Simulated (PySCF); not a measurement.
How methods differ on the ionisation energy of Se¹⁸⁺

Se¹⁸⁺ [Ne] 3s2 3p4 (3P) → Se¹⁹⁺ [Ne] 3s2 3p3 (4S), as a difference of total energies. Calculation: PySCF 2.14, in an uncontracted even-tempered set (19 s from 1.4 bohr⁻², ratio 2.5; 12 p from 1.8 bohr⁻², ratio 2.5; 5 d from 10 bohr⁻², ratio 2.7; 4 f from 16 bohr⁻², ratio 2.7); the spin-free X2C one-electron Hamiltonian (Gaussian nucleus). Correlated levels: outer shells: 1s2 frozen; virtual orbitals above 40 to 60 times the deepest correlated orbital energy dropped. The calculations carry no spin-orbit coupling.

```csv
method,ionisation energy (eV)
UHF,737.37
MP2 (outer shells),738.38
SCS-MP2 (outer shells),738.40
CCSD (outer shells),738.36
CCSD(T) (outer shells),738.37
```

Q: How much does correlation contribute at CCSD(T) (outer shells)?

A: 738.37 − (737.37) = 1.00 eV, measured against UHF.

Spin-orbit coupling is strong in these open shells (close to jj coupling). The scalar numbers leave it out and a first-order estimate fails, so it can dominate the gap to the real levels.

Breit and QED terms and the two-electron picture change are absent.

For comparison: 739.8 ± 1.1 eV (semi-empirical (NIST evaluation); NIST Atomic Spectra Database, ionization energies).
